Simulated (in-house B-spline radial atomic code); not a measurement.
Ionisation energies along the 48-electron series, configuration 1s2 2s2 2p6 3s2 3p6 3d10 4s2 4p6 4d10 4f5/2(2), as differences of self-consistent energies. Dirac energy differences include first-order Breit, QED and recoil terms. NIST's values go from ground level to ground level; the uncertainty of those that are theory runs from under 0.1 % in few-electron ions to several per cent in heavy many-electron ones. Computed with an all-electron radial atomic-structure program (B-spline basis): Dirac-Hartree-Fock, jj configuration that fills j = l - 1/2 first, finite nuclei.

A number in brackets counts the electrons of a j subshell.

| ion | configuration after | ionisation energy (eV) | IE/(q+1)² (eV) | -ε less Coulomb ΔSCF (eV) | Breit and QED recoil part (eV) | tabulated value (eV) | tabulated kind | computed minus tabulated (eV) |
| --- | --- | --- | --- | --- | --- | --- | --- | --- |
| Eu15+ | [Kr] 4d10 4f5/2(1) | 309.0 | 1.2069 | 1.733 | 0.075896 | 311 | tabulated theory | -2.0 |
| Gd16+ | [Kr] 4d10 4f5/2(1) | 347.2 | 1.2013 | 1.7854 | 0.075604 | 352 | tabulated theory | -4.8 |
| Tb17+ | [Kr] 4d10 4f5/2(1) | 387.3 | 1.1952 | 1.833 | 0.074166 | 393 | tabulated theory | -5.7 |
| Dy18+ | [Kr] 4d10 4f5/2(1) | ? | ? | ? | ? | ? | tabulated theory | ? |
| Ho19+ | [Kr] 4d10 4f5/2(1) | ? | ? | ? | ? | ? | tabulated theory | ? |
| Er20+ | [Kr] 4d10 4f5/2(1) | 518.4 | 1.1755 | 1.9525 | 0.062698 | 520 | tabulated theory | -1.6 |
| Tm21+ | [Kr] 4d10 4f5/2(1) | 565.7 | 1.1688 | 1.9862 | 0.056398 | 570 | tabulated theory | -4.3 |
| Yb22+ | [Kr] 4d10 4f5/2(1) | 614.8 | 1.1622 | 2.0174 | 0.048797 | 610 | tabulated theory | 4.8 |
| Lu23+ | [Kr] 4d10 4f5/2(1) | 665.7 | 1.1557 | 2.0464 | 0.03987 | 670 | tabulated theory | -4.3 |
| Hf24+ | [Kr] 4d10 4f5/2(1) | 718.3 | 1.1493 | 2.0734 | 0.02958 | 730 | tabulated theory | -11.7 |
| Ta25+ | [Kr] 4d10 4f5/2(1) | 772.7 | 1.1431 | 2.0986 | 0.017884 | 790 | tabulated theory | -17.3 |
| W26+ | [Kr] 4d10 4f5/2(1) | 828.9 | 1.1371 | 2.1222 | 0.0047477 | 833.4 | semi-empirical | -4.5 |
| Re27+ | [Kr] 4d10 4f5/2(1) | 886.8 | 1.1312 | 2.1444 | -0.0098751 | 910 | tabulated theory | -23.2 |
| Os28+ | [Kr] 4d10 4f5/2(1) | 946.5 | 1.1255 | 2.1652 | -0.026023 | 970 | tabulated theory | -23.5 |
| Ir29+ | [Kr] 4d10 4f5/2(1) | 1008.0 | 1.12 | 2.1849 | -0.043731 | 1030 | tabulated theory | -22.0 |
| Pt30+ | [Kr] 4d10 4f5/2(1) | 1071.2 | 1.1146 | 2.2034 | -0.063046 | 1090 | tabulated theory | -18.8 |
| Au31+ | [Kr] 4d10 4f5/2(1) | ? | ? | ? | ? | ? | tabulated theory | ? |
| Hg32+ | [Kr] 4d10 4f5/2(1) | 1202.8 | 1.1045 | 2.2376 | -0.10665 | 1220 | tabulated theory | -17.2 |

(1) Fill in the row of Dy18+.

(2) Fill in the row of Ho19+.

(3) Fill in the row of Au31+.

Answers

(1) ionisation energy (eV): 429.1; IE/(q+1)² (eV): 1.1888; -ε less Coulomb ΔSCF (eV): 1.8763; Breit and QED recoil part (eV): 0.071549; tabulated value (eV): 431; computed minus tabulated (eV): -1.9.

(2) ionisation energy (eV): 472.9; IE/(q+1)² (eV): 1.1822; -ε less Coulomb ΔSCF (eV): 1.916; Breit and QED recoil part (eV): 0.067739; tabulated value (eV): 475; computed minus tabulated (eV): -2.1.

(3) ionisation energy (eV): 1136.1; IE/(q+1)² (eV): 1.1095; -ε less Coulomb ΔSCF (eV): 2.221; Breit and QED recoil part (eV): -0.084006; tabulated value (eV): 1150; computed minus tabulated (eV): -13.9.
